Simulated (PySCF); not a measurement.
Structure from 2D NMR

Compound of formula C₆H₉ClO₂Si. Correlations simulated from computed shifts and the bond graph:

HSQC (one-bond C–H):
| δH | δC |
| --- | --- |
| 10.24 | 197.1 |
| 2.58 | 27.2 |
| 2.38 | 24.5 |

HMBC (two and three bonds, from the bond graph):
| δH | δC |
| --- | --- |
| 10.24 | 234.5, 182.5, 141.8 |
| 5.16 | 234.5, 141.8 |
| 2.58 | 182.5, 141.8, 24.5 |
| 2.38 | 182.5, 141.8, 27.2 |

Carbons without hydrogens: δ 234.5, 182.5, 141.8.

No solvent model, rapidly exchanging positions averaged, one computed conformer, non-relativistic. GFN2-xTB structure; NMR shieldings at PBE0/pcSseg-1/GIAO; PySCF 2.14.0 with density-fitted response routines.

δ = σ(ref) − σ, references computed at the same level: 1H and 13C against TMS.

Exchangeable hydrogens are left out of these lists.

Assemble the structure.

Results:

SMILES C(C(=C(C)C)C=O)(=O)[SiH2]Cl.

Atoms are numbered as in `[CH3:1][C:2]([CH3:3])=[C:4]([CH:5]=[O:6])[C:7](=[O:8])[SiH2:9][Cl:10]` (H(Xn): hydrogen on atom n).

- δC 234.5 is C7, a carbonyl carbon.
- δC 197.1 is C5, an aldehyde carbonyl carbon (δH 10.24).
- δC 182.5 is C2, a β carbon of a C=C–C=O unit.
- δC 141.8 is C4, an α carbon of a C=C–C=O unit.
- δC 27.2 is C1, an allylic methyl carbon (δH 2.58).
- δC 24.5 is C3, an allylic methyl carbon (δH 2.38).
- HMBC from δH 10.24 reaches the proton-free carbons C7, C2, C4.
- HMBC from δH 5.16 reaches the proton-free carbons C7, C4.
- HMBC from δH 2.58 reaches the proton-free carbons C2, C4.
- HMBC from δH 2.38 reaches the proton-free carbons C2, C4.

The shifts were computed for this structure.

Shifts are as computed. Against solution values, carbons near 30 ppm lie about +3 ppm off and those near 130 ppm about +5 ppm. Of 1309 compounds with measured shifts, 239 miss one by over three times the rms of a fit or turn the order of signals round; such compounds aren't used in these exercises.
